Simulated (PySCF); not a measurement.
HTaO₂ + 2 H₂O → TaH₅ + 2 O₂

Level: PBE0 in the def2-TZVP basis family, computed in PySCF with density fitting; scalar-relativistic core potentials for atoms from Rb on, none lighter, no spin–orbit coupling; open shells unrestricted.

```csv
species,state and structure,E (Eh),ZPE (kJ/mol),H(298 K) − H(0) (kJ/mol),S° (J/(mol K))
HTaO₂,"singlet, Cs, Ta–H 1.779 Å, Ta–O 1.722 Å (×2); H–Ta–O 101.4° (×2), O–Ta–O 105.8°",-208.01185,31.9,12.1,285.1
H₂O,"singlet, C2v, O–H 0.960 Å (×2); H–O–H 105.1°",-76.37736,56.5,9.9,188.7
TaH₅,"singlet, C4v, Ta–H 1.754 Å (×4), Ta–H 1.790 Å; H–Ta–H 77.3° (×4), H–Ta–H 118.0° (×4), H–Ta–H 124.0° (×2)",-59.86993,83.0,13.8,261.6
O₂,"triplet, D∞h, O–O 1.193 Å",-150.23561,10.3,8.7,204.9
```

Task: What is the electronic reaction energy?

Result: At PBE0/def2-TZVP, ΔE = 1116.9 kJ/mol from the differences of the total energies times 2625.5, uphill. 

Task: Add zero-point, thermal and entropy terms for 298.15 K and 1 bar.

Result: ΔZPE = -41.3 and Δ[H(298) − H(0)] = -0.7 kJ/mol give ΔH° = 1074.9 kJ/mol. ΔS° = 8.9 J/(mol K), so ΔG° = 1074.9 − 298.15 × (0.0089) = 1072 kJ/mol.

Spin–orbit coupling can matter for HTaO₂, TaH₅ and is left out. Each species is the lowest minimum found with this bonding; other isomers or fragments can lie lower.
